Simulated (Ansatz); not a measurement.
Species: CH3BO, net charge 0, singlet state. 
Structure (B3LYP-D3(BJ)/def2-TZVP (Ansatz, a program for electronic structure) minimum search):
```xyz
6

B      0.0006     0.0064    -1.3356
H      1.1674     0.0101    -1.6425
H     -0.5845     1.0172    -1.6384
H     -0.5808    -1.0035    -1.6481
C     -0.0001    -0.0009     0.1841
O     -0.0006    -0.0063     1.3128
```

Basis-set convergence of Hartree-Fock and CCSD correlation energies (hartree) with Ansatz. Correlated levels leave the core frozen unless marked. No spin-orbit coupling. Non-relativistic.

```
basis        functions       E(HF)  E(corr, CCSD)
-----------  ---------  ----------  -------------
aug-cc-pVDZ         96  -139.15666       -0.44562
aug-cc-pVTZ        207  (withheld)     (withheld)
```

Question: Some entries are withheld; supply them.

Answer: 
- aug-cc-pVTZ, E(HF): -139.19300
- aug-cc-pVTZ, E(corr, CCSD): -0.52292
